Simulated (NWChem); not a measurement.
System: SbH, triplet; SMILES [SbH]

Output (shortened):

```
             Northwest Computational Chemistry Package (NWChem) 7.3.0
             --------------------------------------------------------

 ORDER OF PRIMARY AXIS IS BEING SET TO 4
 C4V symmetry detected

                             Geometry "geometry" -> ""
                             -------------------------

 Output coordinates in angstroms (scale by  1.889725989 to convert to a.u.)

  No.       Tag          Charge          X              Y              Z
 ---- ---------------- ---------- -------------- -------------- --------------
    1 Sb                  51.0000     0.00000000     0.00000000    -0.03301938
    2 H                    1.0000     0.00000000     0.00000000     1.68398862

 Effective nuclear repulsion energy (a.u.)      15.7180628739

      Symmetry information
      --------------------

 Group name             C4v
 Group number             18
 Group order               8
 No. of unique centers     2

                                 NWChem DFT Module
                                 -----------------

 Summary of "ao basis" -> "ao basis" (spherical)
 ------------------------------------------------------------------------------
       Tag                 Description            Shells   Functions and Types
 ---------------- ------------------------------  ------  ---------------------
 Sb                         def2-svp                10       26   4s4p2d
 H                          def2-svp                 3        5   2s1p

      Symmetry analysis of basis
      --------------------------

        a1         13
        a2          0
        b1          2
        b2          2
        e          14

            General Information
            -------------------
          SCF calculation type: DFT
          Wavefunction type:  spin polarized.
          No. of atoms     :     2
          No. of electrons :    24
           Alpha electrons :    13
            Beta electrons :    11
          Charge           :     0
          Spin multiplicity:     3
          Use of symmetry is: on ; symmetry adaption is: on
          Maximum number of iterations: 150
          AO basis - number of functions:    31
                     number of shells:    13
          Convergence on energy requested:  1.00D-06
          Convergence on density requested:  1.00D-05
          Convergence on gradient requested:  5.00D-04

              XC Information
              --------------
                         B3LYP Method XC Potential
                     Hartree-Fock (Exact) Exchange  0.200
                        Slater Exchange Functional  0.800 local
                    Becke 1988 Exchange Functional  0.720 non-local
              Lee-Yang-Parr Correlation Functional  0.810
                  VWN I RPA Correlation Functional  0.190 local

             Grid Information
             ----------------
          Grid used for XC integration:  fine
          Radial quadrature: Mura-Knowles
          Angular quadrature: Lebedev.
          Tag              B.-S. Rad. Rad. Pts. Rad. Cut. Ang. Pts.
          ---              ---------- --------- --------- ---------
          Sb                  1.45      141           8.0       974
          H                   0.35       60           8.0       590
          Grid pruning is: on
          Number of quadrature shells:   201
          Spatial weights used:  Erf1

      Superposition of Atomic Density Guess
      -------------------------------------

 Sum of atomic energies:        -278.11159337

      Non-variational initial energy
      ------------------------------

 Total energy =    -239.571053
 1-e energy   =    -434.018407
 2-e energy   =     187.358816
 HOMO         =      -0.153760
 LUMO         =      -0.153760

 !!!!!!!!!!!!!!!!!!!!!!!!!!!!!!!!!!!!!!!!!!!!!!!!!!!!!!!!!!!!!!!!!!!!!!
 Warning - the HOMO and LUMO are degenerate and you are using symmetry.
 This can lead to non-variational energies and poor convergence.
 Modify the initial guess, or use an open-shell wavefunction, or turn
 off symmetry.
 !!!!!!!!!!!!!!!!!!!!!!!!!!!!!!!!!!!!!!!!!!!!!!!!!!!!!!!!!!!!!!!!!!!!!!

   Symmetry analysis of molecular orbitals - initial alpha
   -------------------------------------------------------

 !! scf_movecs_sym_adapt:    4 vectors were symmetry contaminated

  Symmetry fudging

 !! scf_movecs_sym_adapt:    4 vectors were symmetry contaminated

  Numbering of irreducible representations:

     1 a1          2 a2          3 b1          4 b2          5 e

  Orbital symmetries:

     1 a1          2 a1          3 e           4 e           5 a1
     6 e           7 e           8 b1          9 b2         10 a1
    11 a1         12 e          13 e          14 a1         15 a1
    16 a1         17 e          18 e          19 e          20 e
    21 b2         22 b1         23 a1

   Symmetry analysis of molecular orbitals - initial beta
   ------------------------------------------------------

 !! scf_movecs_sym_adapt:    4 vectors were symmetry contaminated

  Symmetry fudging

 !! scf_movecs_sym_adapt:    4 vectors were symmetry contaminated

  Numbering of irreducible representations:

     1 a1          2 a2          3 b1          4 b2          5 e

  Orbital symmetries:

     1 a1          2 a1          3 e           4 e           5 a1
     6 e           7 e           8 b1          9 b2         10 a1
    11 a1         12 e          13 e          14 a1         15 a1
    16 a1         17 e          18 e          19 e          20 e
    21 b2         22 b1         23 a1

[...]

                         DFT ENERGY GRADIENTS

    atom               coordinates                        gradient
                 x          y          z           x          y          z
   1 Sb      0.000000   0.000000  -0.062398    0.000000   0.000000   0.004175
   2 H       0.000000   0.000000   3.182277    0.000000   0.000000  -0.004175
```

Level: B3LYP/def2-SVP with def2 effective core potentials on Sb, spin-unrestricted. All runs use the structure optimised with PBE0-D3(BJ)/def2-TZVP, spin-unrestricted. No stability test was run on the SCF state. def2 effective core potentials on Sb; no spin-orbit coupling.

Reconstruct the input file.

One answer among several that fit: the input that was run:
```
start job
memory heap 200 mb stack 900 mb global 1100 mb
geometry units angstroms noautoz
  Sb     0.000000     0.000000    -0.012455
  H      0.000000     0.000000     1.704553
end
basis spherical
  Sb library def2-svp
  H library def2-svp
end
ecp
  Sb library def2-ecp
end
dft
  odft
  mult 3
  xc b3lyp
  grid fine
  iterations 150
  mulliken
end
task dft gradient
```
